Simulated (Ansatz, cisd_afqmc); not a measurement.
Species: BF, charge 1, doublet. BF+ (parent SMILES [B]F, doublet).
B3LYP-D3(BJ)/def2-TZVP minimum from Ansatz (a program for electronic structure):
```xyz
2

B      0.0000     0.0000    -0.7810
F      0.0000     0.0000     0.4339
```
Charge +1, spin multiplicity 2.

Total energies in cc-pVDZ, 9 correlated electrons, 2 frozen orbitals. UHF or UKS for unpaired electrons; spin-orbit terms are left out. Correlated methods leave the cores frozen. No relativity. The Monte Carlo rows (phaseless AFQMC, CISD trial, step 0.005/hartree) carry one-sigma bars that omit the constraint's bias. Outlying blocks are dropped, and bars are widened where a walk drifts. Over all cases where full CI ran beside it in this data, AFQMC minus full CI had a median of +0.1 mEh and passed +0.4 mEh in a tenth of the cases.

```tsv
method	program	energy (Eh)	minus CCSDTQ (mEh)
HF	Ansatz	-123.74394	235.47
MP2	Ansatz	-123.96972	9.69
CCSD	Ansatz	-123.97283	6.58
CCSD(T)	Ansatz	-123.97854	0.87
CCSDT(Q)	Ansatz	-123.97950	-0.09
CCSDTQ	Ansatz	-123.97941	0.00
AFQMC/CISD	cisd_afqmc	-123.9793 ± 0.0003	0.1 ± 0.3
```

Rough core times of Ansatz's runs on a shared machine: CCSD(T) under 20 s, CCSDT(Q) under 20 s, CCSDTQ 4 min.
